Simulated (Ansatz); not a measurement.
Computed with Ansatz.

C2H8BFSi, SMILES `CB[SiH](C)F` at its PBE0-D4/def2-TZVP geometry, where that method's forces vanish. Total charge 0; spin multiplicity 1.

```csv
atom,x (Å),y (Å),z (Å)
C1,-1.761,1.037,0.270
B2,-0.284,1.252,-0.162
Si3,0.845,-0.287,-0.806
C4,1.234,-1.473,0.584
F5,2.243,0.206,-1.443
H6,-2.062,1.661,1.117
H7,-2.083,0.007,0.436
H8,-2.348,1.420,-0.583
H9,0.154,2.369,-0.132
H10,0.133,-1.026,-1.892
H11,1.839,-2.307,0.220
H12,0.309,-1.882,1.002
H13,1.782,-0.979,1.389
```

**Question.** For each bond, give half the difference of the two atoms' forces along it (eV/Å; positive pushes the atoms apart) under PBE-D4, r2SCAN-D4, B3LYP-D4, ωB97M-V in def2-TZVPP. (An estimate is asked.)

**Answer.** The calculation gave: 
| bond | length (Å) | PBE-D4 | r2SCAN-D4 | B3LYP-D4 | ωB97M-V |
| --- | --- | --- | --- | --- | --- |
| C1–B2 | 1.554 | -0.08 | 0.02 | 0.10 | 0.14 |
| C1–H6 | 1.094 | 0.14 | -0.01 | -0.04 | -0.07 |
| C1–H7 | 1.092 | 0.12 | -0.01 | -0.03 | -0.06 |
| C1–H8 | 1.104 | 0.17 | 0.01 | -0.04 | -0.05 |
| B2–Si3 | 2.014 | -0.21 | -0.04 | -0.03 | -0.03 |
| B2–H9 | 1.201 | 0.10 | -0.01 | -0.14 | -0.15 |
| Si3–C4 | 1.868 | 0.00 | 0.03 | 0.09 | -0.01 |
| Si3–F5 | 1.613 | 0.51 | 0.04 | 0.19 | 0.18 |
| Si3–H10 | 1.494 | 0.07 | -0.01 | -0.12 | -0.17 |
| C4–H11 | 1.092 | 0.11 | 0.00 | -0.04 | -0.05 |
| C4–H12 | 1.094 | 0.09 | -0.02 | -0.05 | -0.03 |
| C4–H13 | 1.092 | 0.10 | -0.01 | -0.04 | -0.04 |

B3LYP here is the variant with VWN-RPA as its local correlation; programs differ in this.
